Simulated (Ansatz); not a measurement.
A CCSD(T) single point on CH8AlNSi, SMILES `C[SiH](N)[AlH2]`.

```yaml
crystal:
  periodic: [false, false, false]
  atoms:
    - {symbol: C, position_ang: [-1.028074, 1.391083, -0.027309]}
    - {symbol: Si, position_ang: [-0.299397, -0.327181, -0.296209]}
    - {symbol: N, position_ang: [0.851352, -0.446698, -1.584194]}
    - {symbol: Al, position_ang: [0.797996, -1.217551, 1.721353]}
    - {symbol: H, position_ang: [-0.261599, 2.115212, 0.260206]}
    - {symbol: H, position_ang: [-1.507254, 1.753356, -0.941518]}
    - {symbol: H, position_ang: [-1.787000, 1.368642, 0.760724]}
    - {symbol: H, position_ang: [-1.451519, -1.199231, -0.685027]}
    - {symbol: H, position_ang: [1.815119, -0.202676, -1.426943]}
    - {symbol: H, position_ang: [0.585034, -0.267827, -2.539634]}
    - {symbol: H, position_ang: [-0.027239, -1.736841, 2.980877]}
    - {symbol: H, position_ang: [2.389580, -1.285385, 1.811576]}
basis:
  gaussian: {orbitals: def2-TZVPP}
correlation: {method: ccsd_t}
```

```sh
$ ansatz run in.yaml --threads 4 --pin off --events-out ev --progress --plain --max-ram 10444MiB
```

Output of Ansatz, abridged:

```
Functional definition: HF
1478 factors; integrals over basis functions are off by at most 1.2e-3 eV
mean field evaluation 1: about -17081.7037 eV, gradient 4.1e1 eV
mean field evaluation 2: about -17081.8766 eV, gradient 4.1e1 eV
mean field evaluation 4: about -17085.9809 eV, gradient 3.7e0 eV
mean field evaluation 8: about -17086.0449 eV, gradient 2.1e-1 eV
mean field evaluation 16: about -17086.0451 eV, gradient 1.1e-6 eV
mean field -17086.04511167 eV, -627.9005765164 hartree, gradient 1.1e-6 eV, S^2 0.000000; 0 other end points of the search recorded, 0 dependent functions left out
12 core orbitals not correlated: weight in the atoms' cores, before any rotation towards them, 1.000 or more for the frozen orbitals, at most 0.000 for the correlated occupied ones
reference -17086.04511167 eV, -627.9005765164 hartree; 12, 12 occupied and 234, 234 virtual orbitals, 1478 factors
second order -16.34289432 eV of doubles, -0.00000000 eV of singles
cycle   1  -17.28270449 eV  change   -9.4e-1 eV  update   8.9e-2
cycle   2  -17.77618190 eV  change   -4.9e-1 eV  update   2.8e-2
cycle   3  -17.83895406 eV  change   -6.3e-2 eV  update   1.1e-2
cycle   4  -17.83358714 eV  change    5.4e-3 eV  update   3.1e-3
cycle   5  -17.83323571 eV  change    3.5e-4 eV  update   1.4e-3
cycle   6  -17.83321559 eV  change    2.0e-5 eV  update   4.1e-4
cycle   7  -17.83305843 eV  change    1.6e-4 eV  update   1.7e-4
cycle   8  -17.83305567 eV  change    2.8e-6 eV  update   6.2e-5
cycle   9  -17.83307279 eV  change   -1.7e-5 eV  update   2.4e-5
perturbative correction -0.63900874 eV, -0.0234831381 hartree
Total energy: -17104.51719320 eV, -628.5794129918 hartree
```

Run time 110 s (4 threads of an Arm Neoverse V1 on a shared host); peak host memory 5.5 GiB.

MP2 recovers 88.5 % of the CCSD(T) correlation energy and the triples give 3.5 %; T1 = 0.0106.
